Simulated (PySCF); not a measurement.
Carbon tetrabromide, CBr₄, SMILES BrC(Br)(Br)Br, B3LYP/def2-SVP optimised geometry.

```
5

Br    -1.30    -1.85    -1.60
C     -0.65    -0.92     0.00
Br     1.31    -0.92     0.00
Br    -1.30    -1.85     1.60
Br    -1.31     0.92     0.00
```

Density from B3LYP/def2-TZVP in PySCF at that geometry.

Minimum of the electron density along straight lines between bonded atoms, close to the bond critical point (lines longer than 1.1 times the sum of covalent radii, or with two minima, are not listed):

```tsv
bond	length / Å	ρ at the minimum / e bohr⁻³	∇²ρ there / e bohr⁻⁵	position (fraction from the first atom)
Br1–C2	1.957	0.151	-0.12	0.54
C2–Br3	1.957	0.151	-0.12	0.47
C2–Br4	1.958	0.151	-0.12	0.47
C2–Br5	1.958	0.151	-0.12	0.47
```
